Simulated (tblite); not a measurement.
A tight-binding relaxation on `C=[C]([GeH3])CCCN`.

Computed with GFN2-xTB geometry optimisation, gas phase (tblite 0.8.0). Start geometry: from a force field or distance geometry. The input is one job of a driver script: a line of settings, then coordinates in Å.

Command:
```bash
OMP_NUM_THREADS=1 python probes_run.py task.json out
```

Input:
```
{"job": {"kind": "relax", "xc": "GFN2-xTB", "basis": "xTB"}, "charge": 0, "multiplicity": 1}
C     -1.858700     1.478300     0.617300
C     -1.575300     0.312300     0.037900
Ge    -2.794600    -1.168300     0.221800
C     -0.301500     0.135800    -0.752500
C      0.920000     0.067700     0.188100
C      2.203000    -0.147300    -0.622600
N      3.354600    -0.217100     0.277100
H     -1.190700     2.335000     0.530900
H     -2.782000     1.602700     1.182200
H     -4.175200    -0.762800    -0.385800
H     -2.989700    -1.507700     1.717500
H     -2.255000    -2.409700    -0.525000
H     -0.198800     0.967400    -1.457600
H     -0.356100    -0.815700    -1.331400
H      0.793600    -0.758200     0.905700
H      1.000700     1.021200     0.764200
H      2.133500    -1.095800    -1.186300
H      2.349400     0.682100    -1.343400
H      3.515600     0.735400     0.688100
H      4.202100    -0.444700    -0.288800
```

Output:
```
step      E/eV     max force
  0    -601.73255    1.209
  1    -601.81986    0.627
  2    -601.85819    0.503
  3    -601.87563    0.451
  4    -601.88634    0.330
  5    -601.89205    0.177
  6    -601.89643    0.236
  7    -601.89975    0.204
  8    -601.90217    0.117
  9    -601.90371    0.090
... (162 lines left out)
172    -602.00210    0.019
173    -602.00219    0.020
174    -602.00231    0.024
175    -602.00245    0.026
176    -602.00258    0.028
177    -602.00271    0.026
178    -602.00283    0.017
179    -602.00291    0.014
180    -602.00297    0.012
181    -602.00301    0.010
```

«max force» is the largest atomic force in eV/Å.

**Question.** From which step on does the largest force stay under 0.1 eV/Å, and how much energy is left to gain from there?

**Answer.** From step 120 (0.067 eV/Å), 20.7 meV above the end.

In short: energy lowered by 6.2 kcal/mol over 181 steps; largest atomic force 0.010 eV/Å at the end.

**Question.** Give the final coordinates.

**Answer.** 0.700 Å rms from the input after alignment:
```
atom  x, y, z in Å
C1    -2.2882    1.6512    0.0929
C2    -1.5992    0.5351   -0.0929
Ge3   -2.2955   -1.1818    0.5440
C4    -0.2736    0.5195   -0.7914
C5     0.8211   -0.0375    0.1160
C6     2.1701   -0.1230   -0.5919
N7     3.1501   -0.7376    0.2892
H8    -1.9344    2.6151   -0.2437
H9    -3.2452    1.6456    0.5915
H10   -3.7755   -1.0945    0.7399
H11   -1.6993   -1.6033    1.8501
H12   -2.0076   -2.2716   -0.4399
H13   -0.0073    1.5270   -1.1236
H14   -0.3510   -0.1188   -1.6779
H15    0.5448   -1.0431    0.4473
H16    0.9137    0.5943    1.0035
H17    2.0762   -0.7628   -1.4745
H18    2.4637    0.8843   -0.9376
H19    3.2863   -0.1636    1.1151
H20    4.0456   -0.8240   -0.1786
```

**Question.** How long does this job take on one thread, Intel Xeon at 2.50 GHz (x86_64), no GPU, shared host with 64 logical CPUs at a one-minute load of 46?

**Answer.** About 4.4 s.
Labels such as C1 count atoms from 1, the log's own numbers from 0.
